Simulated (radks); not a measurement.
Results of a calculation; reference values are marked as such.
Species: Fe I. Configuration: [Ar] 3d4.5 4s2 4p1.5 (fractional occupations, a model configuration). Level of theory: Dirac Kohn-Sham, LDA (Slater exchange, Perdew-Wang correlation), spin-unpolarised, spherical densities, finite nucleus; open shells are shared between the two j in proportion to 2j + 1; Fermi nuclear charge, rms radius 3.7377 fm (a radial shooting solver on a logarithmic mesh with Libxc functionals).

X-ray form factor f0, the Fourier transform of the density (f0(0) = 26):

| sin(theta)/lambda (1/angstrom) | f0 (electrons) |
|---|---|
| 0.05 | 25.163 |
| 0.1 | 23.268 |
| 0.15 | 21.232 |
| 0.2 | 19.416 |
| 0.25 | 17.818 |
| 0.3 | 16.365 |
| 0.4 | 13.754 |
| 0.5 | 11.557 |
| 0.6 | 9.841 |
| 0.8 | 7.686 |
| 1 | 6.547 |
| 1.25 | 5.590 |
| 1.5 | 4.725 |
| 2 | 3.205 |
